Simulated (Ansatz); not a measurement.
Calculated with Ansatz (gas phase, PBE0-D4/def2-TZVP geometries, no zero-point term in ΔE). CBS: MP2 limit from def2 TZ/QZ plus the TZ coupled-cluster correction, frozen cores. DFT in def2-TZVPP. For Ge outer-core shells are correlated without core-valence functions, which leaves a few kJ/mol of doubt a bond. Scalar relativity is left out up to krypton. One conformer a species, not always the lowest.

Reaction (cleavage of the Si–Ge bond): `[CH3][Ge]([F])([SiH3])[Cl]` + `[SiH3][AlH][SH]` → `[SiH3][AlH][S][SiH3]` + `[CH3][GeH]([F])[Cl]`

```csv
level,ΔE (kcal/mol),difference from CCSD(T)/CBS
r2SCAN-D4,-10.0,0.6
PBE,-7.5,3.1
BLYP,-6.3,4.3
PBE0,-9.1,1.5
BHLYP,-9.8,0.8
CCSD/def2-SVP,-10.2,0.4
MP2/def2-TZVPP,-12.1,-1.5
MP2/def2-QZVPP,-12.4,-1.8
HF/CBS(def2),-11.6,-1.0
CCSD/CBS(def2),-10.5,0.1
CCSD(T)/CBS,-10.6,0
```

Largest T1 diagnostic among the species: 0.013.

Leaving LDA and LC-ωPBE aside and taking each functional with its dispersion term where it has one, the values, not all of them listed here, spread over 3.4 kcal/mol, from PBE-QIDH to BLYP-D4. LDA lies −1.2 kcal/mol from PBE without D4. From PBE to PBE0 (25 % exact exchange), in def2-TZVPP and without D4, ΔE moves by −1.6 kcal/mol.
